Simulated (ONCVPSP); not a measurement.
Before and after: ONCV potential for Nb (Z = 41)

* Element: niobium
* Generator: ONCVPSP 4.0.1
* Type: optimised norm-conserving Vanderbilt (ONCV)
* Functional: LDA (Perdew-Zunger)
* Relativity: scalar-relativistic
* Frozen core: [Ar] 3d10
* Valence charge: 13
* Reference configuration: 4s2 4p6 4d4 5s1
* Partial waves: 4s+5s: rc 1.50 bohr, ncon 4, nbas 9, qcut 7 1/bohr, 2 projectors; 4p: rc 1.35 bohr, ncon 4, nbas 7, qcut 7.2 1/bohr, 1 projector; 4d: rc 2.65 bohr, ncon 5, nbas 10, qcut 4.7 1/bohr, 2 projectors, debl 1.7 Ha
* Local potential: polynomial inside 1.00 bohr (lpopt 1, dvloc0 0 Ha)
* Core correction: Teter function, fcfact 2, rcfact 1.25

Change: local potential polynomial inside 0.85 bohr (lpopt 5, dvloc0 0 Ha).

Cutoffs: the cutoffs (Ha) at which the residual kinetic energy of the hardest occupied pseudo-wave falls to 1 and 0.1 mHa per electron; they do not see the model core or the augmentation charge, which bear on the density cutoff. Errors are all-electron minus pseudo energies relative to the spin-unpolarised reference configuration.

Predict the effect on cutoff, ghosts and configuration errors.

The potential gets neither clearly harder nor softer (25 Ha and 68 Ha → 25 Ha and 68 Ha); a bound ghost appears in s, which as a rule spoils a file; the errors of the 3 common tests hardly move; the range in which the s phases agree widens (upper end 3.4 → at the end of the scan). In the separable form a ghost depends on how the local part lies against the semilocal potential of the channel, so the choice of the local part can create or remove one.

```tsv
quantity	base	changed
cutoff, loose	25 Ha	25 Ha
cutoff, tight	68 Ha	68 Ha
bound ghosts	none	s
GHOST(+) flags under 300 eV	s at 177.9 eV	none
tests with a reliable result	3 of 4	3 of 4
error for 4s2 4p6 4d4 5s0, meV [ΔE 6.92 eV]	+1.0	+1.2
error for 4s2 4p6 4d3 5s0, meV [ΔE 21.19 eV]	+3.7	+4.2
error for 4s2 4p6 4d3 5s1, meV [ΔE 7.21 eV]	+11	+11
s: phases at 1.53 bohr within 0.05 rad from the reference energy up to (Ha; the scan ends near 5)	3.4	to the end of the scan
p: phases at 1.37 bohr within 0.05 rad from the reference energy up to (Ha; the scan ends near 5)	2.3	1.5
d: phases at 2.69 bohr within 0.05 rad from the reference energy up to (Ha; the scan ends near 5)	4.0	4.0
rms error of d²Exc/dni dnj with the model core, mHa	2.01	2.00
```

 A true bound ghost makes a file unfit for plane-wave use even where its test errors are small: the radial tests pick states by their node count and pass the ghost by.
